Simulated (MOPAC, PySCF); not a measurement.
HCl2GaO, SMILES `[Ga]([Cl])([OH])[Cl]` (H–O–Ga–Cl torsion 180°), neutral singlet in the gas phase. 

Cartesian coordinates (Å):
```xyz
5

O     -1.2278    -0.7015    -0.0067
Ga     0.3999    -0.0200    -0.0027
Cl     2.0511    -1.3318    -0.0380
Cl     0.6917     2.0829     0.0371
H     -1.9148    -0.0297     0.0103
```
Charge 0, multiplicity 1.

All levels are single points at this geometry (PBE0-D4/def2-TZVP); Pople sets use spherical d functions. Orbital energies aren't observables, and empty levels follow the basis.

PBE0-D4/def2-TZVP in PySCF gives dipole (D) = 1.46.

### Question
Estimate the dipole (D) from each of these levels: PBE-D3(BJ)/def2-TZVP in PySCF; B3LYP/3-21G in PySCF; B3LYP/6-311+G** (LANL2DZ on Ga) in PySCF; B3LYP/6-31G* in PySCF; B3LYP/LANL2DZ in PySCF; BP86/6-31G* in PySCF; M06-2X/6-31G* in PySCF; PBE/6-31G* in PySCF; HF/3-21G in PySCF; HF/6-31G* in PySCF; AM1 in MOPAC; PM3 in MOPAC.

### Answer

| level | dipole (D) |
|---|---|
| PBE-D3(BJ)/def2-TZVP in PySCF | 1.43 |
| B3LYP/3-21G in PySCF | 2.40 |
| B3LYP/6-311+G** (LANL2DZ on Ga) in PySCF | 1.60 |
| B3LYP/6-31G* in PySCF | 1.65 |
| B3LYP/LANL2DZ in PySCF | 2.05 |
| BP86/6-31G* in PySCF | 1.67 |
| M06-2X/6-31G* in PySCF | 1.70 |
| PBE/6-31G* in PySCF | 1.66 |
| HF/3-21G in PySCF | 2.45 |
| HF/6-31G* in PySCF | 1.71 |
| AM1 in MOPAC | 1.41 |
| PM3 in MOPAC | 1.77 |
